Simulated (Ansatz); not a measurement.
F3In, SMILES [F][In+]([F])[F] (connectivity only; charge and spin as stated), charge +1, multiplicity 2.

Geometry: r2SCAN-D4/def2-SVP. The def2 effective core potentials stand for the cores of In; spin–orbit coupling is left out.

Two levels are set side by side: PBE/def2-SVPD (Ansatz, a program for electronic structure) and ωB97X-V/def2-SVPD (Ansatz). Energy differences of separate SCF runs at the same geometry; the states with an electron removed or added have multiplicity 3 and 1. Differences are taken from unrounded values.

| quantity | ωB97X-V |
|---|---|
| vertical ionisation energy (eV) | 20.97 |
| vertical electron affinity (eV) | 10.99 |

Problem. What does PBE give, and how far is it from ωB97X-V? (An estimate is asked for; the answer gives what the named calculation found.)

Solution. 
| quantity | PBE | PBE minus ωB97X-V |
|---|---|---|
| vertical ionisation energy (eV) | 19.90 | -1.07 |
| vertical electron affinity (eV) | 10.69 | -0.29 |
